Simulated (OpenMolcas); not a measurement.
An OpenMolcas run meant for Mn2+ (ANO-L-VQZP, non-relativistic; inactive shells 1s 2s 2p 3s 3p; intended active space 5 electrons in 5 orbitals (3d)). One step of its input:

```
&CASPT2
Multistate=1 1
Frozen=2 3
IPEA=0.25
Imaginary=0.1
MaxIter=60
WThr=0.0 0.3 0.05
PrWF=0.5
NoMix
Deleted=20 17
```

The run finished. Its levels beside those of a sound run (SS-CASPT2, IPEA 0.25 Eh, imaginary shift 0.1 Eh (closed shells correlated: 3s 3p)), in cm⁻¹ above each run's lowest level:

| Level | This run | Usual run |
| --- | --- | --- |
| 3d⁵ ⁶S_5/2 | 0.0 | 0.0 |
| 3d⁵ ⁴G_9/2 | 30423 | 27806 |
| 3d⁵ ⁴G_7/2 | 30423 | 27806 |
| 3d⁵ ⁴G_11/2 | 30423 | 27806 |
| 3d⁵ ⁴G_5/2 | 30423 | 27806 |
| 3d⁵ ⁴P_5/2 | 29945 | 30504 |
| 3d⁵ ⁴P_3/2 | 29938 | 30508 |
| 3d⁵ ⁴P_1/2 | 29963 | 30555 |
| 3d⁵ ⁴D_7/2 | 35426 | 33431 |
| 3d⁵ ⁴D_1/2 | 35437 | 33452 |
| 3d⁵ ⁴D_3/2 | 35462 | 33499 |
| 3d⁵ ⁴D_5/2 | 35474 | 33520 |

Problem. Which setting is unsound, and how much does it matter here?

Solution. Nearly half of the orbitals are deleted from the virtual space, which removes much of the correlation energy. Against the sound run the excited levels shown move by 1800 cm-1 on average and by 2600 cm-1 at most.

Term energies are means over components that CASPT2 splits; among the terms shown or strongly mixed into the levels shown the widest spread is 200 cm-1 (3d⁵ ⁴G, this run). Some high roots are left out of the spin-orbit mixing, which shifts the levels that they would mix with. Only configurations of the active space appear.
